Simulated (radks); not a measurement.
The numbers below are computed, except where a source is named.
Initial-state core-level shifts of the molybdenum ion Mo3+ when its valence configuration changes from [Kr] 4d3. Code: a radial shooting solver on a logarithmic mesh with Libxc functionals. Model: Dirac Kohn-Sham, PBE, spin-unpolarised, spherical densities, point nucleus; open shells fill j = l - 1/2 first. Shifts are changes of the shell-averaged eigenvalues in eV (positive: less bound).

valence           2p       3p       4s       4p
4d2 5p1       -6.378   -6.203   -5.441   -5.152
4d2 5s1       -5.365   -5.174   -4.450   -4.185
5s1 5p2      -19.187  -18.452  -15.561  -14.632
4d1 5s1 5p1  -12.120  -11.692  -10.001   -9.418
4d1 5p2      -13.108  -12.695  -10.952  -10.341
5p3          -20.290  -19.564  -16.596  -15.634
4d1 5s2      -11.121  -10.678   -9.037   -8.479
5s2 5p1      -18.216  -17.467  -14.640  -13.739
